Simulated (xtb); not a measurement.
C₂H₃BBrCl, SMILES C=CB(Cl)Br. All values are semi-empirical tight-binding results from xtb (GFN2-xTB unless named), good for trends rather than for accurate numbers. Coordinates come from a GFN2-xTB optimisation. This is a generated structure with no PubChem entry under its InChIKey; it may be hypothetical. Other conformers were not sampled.

Optimised geometry:

```xyz
8

B     -0.1840     0.5868     0.0000
Cl     0.8558     1.9570     0.0000
Br     0.5822    -1.1369     0.0000
C     -1.7223     0.7645     0.0000
C     -2.6016    -0.2389     0.0000
H     -2.1129     1.7762     0.0000
H     -3.6661    -0.0702     0.0000
H     -2.2838    -1.2705     0.0000
```
Charge 0, spin multiplicity 1.

Computed properties:
```yaml
point_group_as_xtb_finds_it: Cs
orbital_gap: 3.23 eV
zero_point_energy: 29.4 kcal/mol
G − E(el) at 298.15 K (modified RRHO): 9.5 kcal/mol
static polarisability (D4 model): 69.9 bohr³
solvation energy, GFN2-xTB/ALPB(water): -1.7 kcal/mol
solvation energy, GFN2-xTB/ALPB(hexane): -5.3 kcal/mol
```

Q: Give the atomic charges and the Wiberg bond orders between heavy atoms. (The exact figures need the calculation; the answer reports its results.)

A: charges (e) B1 0.39, Cl2 -0.22, Br3 -0.17, C4 -0.11, C5 -0.06, H6 0.05, H7 0.06, H8 0.07. Bond orders B1–Cl2 1.12, B1–Br3 1.09, B1–C4 1.09, C4–C5 1.90.
